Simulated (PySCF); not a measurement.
# Radial density of Al⁺ (aluminium, charge +1)

PW91, [Ne] 3d2, high-spin 3F determinant (an excited configuration). Computed with PySCF 2.14 in aug-cc-pCVTZ-DK with one added diffuse shell each of s, p, d, f type (9s8p6d4f, 91 functions), with the spin-free X2C one-electron Hamiltonian (Gaussian nucleus).

| r (bohr) | 4πr²ρ (e/bohr) | 4πr²(ρα − ρβ) |
| --- | --- | --- |
| 0.00168 | 0.05544 | 0.0000 |
| 0.00283 | 0.1461 | 0.0000 |
| 0.00475 | 0.3806 | 0.0000 |
| 0.00800 | 0.9649 | 0.0000 |
| 0.0135 | 2.324 | 0.0000 |
| 0.0226 | 5.108 | -0.0001 |
| 0.0381 | 9.612 | -0.0002 |
| 0.0640 | 13.94 | -0.0004 |
| 0.108 | 13.50 | -0.0008 |
| 0.181 | 9.050 | -0.0021 |
| 0.305 | 10.32 | -0.0056 |
| 0.512 | 12.18 | 0.0017 |
| 0.862 | 5.312 | 0.0356 |
| 1.45 | 0.6759 | 0.1501 |
| 2.44 | 0.5411 | 0.5352 |
| 4.10 | 0.4542 | 0.4542 |
| 6.90 | 0.05973 | 0.0597 |
| 11.6 | 0.0006570 | 0.0007 |

Densities and radii are taken from the X2C orbitals without a picture-change correction, which distorts them close to the nucleus.

The outer electron is Rydberg-like, and this basis confines it to a smaller radius and binds it less than a complete one would.

Q: Where is the radial spin density 4πr²(ρα − ρβ) most negative, and why is it negative at all?

A: Around r = 0.305 bohr, down to -0.0056 e/bohr: exchange with the open shell polarises the paired shells in an unrestricted calculation.
